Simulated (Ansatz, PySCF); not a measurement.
Molecule: CH$_{2}$BF$_{2}$, charge 0, multiplicity 2. It need not be the lowest isomer of its formula. 
Coordinates optimised at B3LYP-D3(BJ)/def2-TZVP (Ansatz, a program for electronic structure):
SMILES: FB(F)[CH2]
```xyz
6

B      0.0251     0.0049    -0.0022
F      0.5583     1.1349     0.4529
F      0.8587    -0.8586    -0.5747
C     -1.4693    -0.2865     0.1263
H     -2.1527     0.4126     0.5913
H     -1.9090    -1.2046    -0.2422
```
Charge 0, spin multiplicity 2.

Total electronic energies in hartree. Valence correlation only, unless marked. UHF or UKS for open shells. Spin-orbit coupling is left out. No relativistic terms. CBS(X,Y): correlation extrapolated as X^-3; Hartree-Fock from the larger set. The bracket is a focal-point correction in the basis named.

```tsv
level	program	energy (Eh)
HF/aug-cc-pVDZ	Ansatz	-262.71982
HF/aug-cc-pVQZ	Ansatz	-262.81925
HF-D3(BJ)/def2-TZVPD	PySCF + dftd3	-262.83476
RI-HF/cc-pVQZ	Ansatz	-262.81848
B97M-V/def2-TZVPD	Ansatz	-263.97421
PBE0-D4/def2-TZVP	Ansatz + dftd4	-263.76025
PBE0/def2-TZVPD	Ansatz	-263.75900
HSE06/def2-TZVPD	Ansatz	-263.74697
B2PLYP/def2-TZVPD	Ansatz	-263.87008
RI-MP2/CBS(aug-cc-pVTZ,aug-cc-pVQZ)	Ansatz	-263.6618
SCS-MP2/STO-3G	Ansatz	-259.20994
SCS-MP2/aug-cc-pVTZ	Ansatz	-263.53493
CCSD/cc-pVTZ	Ansatz	-263.54915
CCSD(T)/6-31G	Ansatz	-262.99406
RI-MP2/CBS(aug-cc-pVTZ,aug-cc-pVQZ)+[CCSD(T)-MP2]/aug-cc-pVTZ	Ansatz	-263.7044
```

Totals of different functionals don't rank their quality; only differences between species are comparable.
